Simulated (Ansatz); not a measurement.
Job for Ansatz (a program for electronic structure): R-wB97M-V/def2-TZVPP on C2H6OSi (SMILES C=C[SiH2]O).

Ansatz 0.2 input:
```yaml
crystal:
  periodic: [false, false, false]
  atoms:
    - {symbol: C, position_ang: [1.55145284, -0.33039685, -0.95646522]}
    - {symbol: C, position_ang: [0.90948706, 0.11373448, 0.12271888]}
    - {symbol: Si, position_ang: [-0.90112995, -0.16581342, 0.39554842]}
    - {symbol: O, position_ang: [-1.62191408, 1.31356765, 0.57504267]}
    - {symbol: H, position_ang: [2.61643677, -0.18203781, -1.10194550]}
    - {symbol: H, position_ang: [1.03495374, -0.86468506, -1.74731696]}
    - {symbol: H, position_ang: [1.48083782, 0.64781761, 0.87860522]}
    - {symbol: H, position_ang: [-1.44163070, -0.90480086, -0.77309126]}
    - {symbol: H, position_ang: [-1.14150325, -0.97776013, 1.61751331]}
    - {symbol: H, position_ang: [-2.48699026, 1.35037439, 0.98939043]}
basis:
  gaussian:
    orbitals: def2-TZVPP
hamiltonian:
  xc: {name: wB97M-V}
scf: {lower_state_search: off}
```

Question: Predict the final total energy.

Answer: -444.5442 hartree.

Question: How many basis functions does it have, and what does it roughly cost on one machine?

Answer: 219 functions; about 7 core-seconds (a rough figure).
